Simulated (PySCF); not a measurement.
C3H5BFN, SMILES B1(N)[C@H](C=C1)F. Coordinates come from a B3LYP-D3(BJ)/def2-SVP optimisation. The structure was generated by enumeration; whether it is a known compound was not checked. One conformer was computed; it need not be the lowest.

Computed equilibrium geometry at B3LYP-D3(BJ)/def2-SVP (PySCF confirms it by a frequency run) as a Z-matrix (one conformer of several):
```
B
N 1 1.3892
H 2 1.0130 1 123.47
H 2 1.0133 3 113.98 1 -175.69
C 1 1.5577 2 137.56 3 -5.07
C 5 1.3580 1 89.11 2 -160.02
H 5 1.0929 6 128.55 1 -176.07
H 6 1.0990 5 131.59 7 -6.00
C 6 1.5159 8 128.49 5 179.51
F 9 1.3962 6 115.27 8 -53.59
H 9 1.1046 10 107.48 6 -128.00
```
